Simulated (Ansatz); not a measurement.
Input file for Ansatz (a first-principles code): U-r2SCAN/def2-TZVPP on BFHI (SMILES FBI), a point of a bond scan (R = 4.913 Å). Elements past Kr take the def2 small-core potentials; no spin–orbit coupling.

Ansatz 0.2 input:
```yaml
crystal:
  periodic: [false, false, false]
  atoms:
    - {symbol: B, position_ang: [-0.24474767, -1.33345574, 0.80641967]}
    - {symbol: F, position_ang: [0.79230233, -1.74375557, 1.49667712]}
    - {symbol: H, position_ang: [-1.26010087, -1.94582817, 0.81786299]}
    - {symbol: I, position_ang: [0.11651485, 2.78832051, -1.84336684]}
basis:
  gaussian:
    orbitals: def2-TZVPP
hamiltonian:
  xc: {name: r2SCAN}
magnetization: {spin_polarized: true, initial_magnetization: 0}
```

The head of its log:

```
WARN ansatz: RAYON_NUM_THREADS=1 ignored (pool sized by the plan → 1); use --threads N
Functional definition: r2SCAN
integrals: 0.03 GiB planned
751 factors; their error is unknown
mean field: 0.38 GiB planned
mean field evaluation 1: about -11506.3589 eV, gradient 2.1e1 eV
mean field evaluation 2: about -11302.1511 eV, gradient 1.0e2 eV
```

Task: Give the final energy of this run.

Result: -423.0479 hartree. Its determinant has ⟨S²⟩ = 0.85, a mixture of spin states.
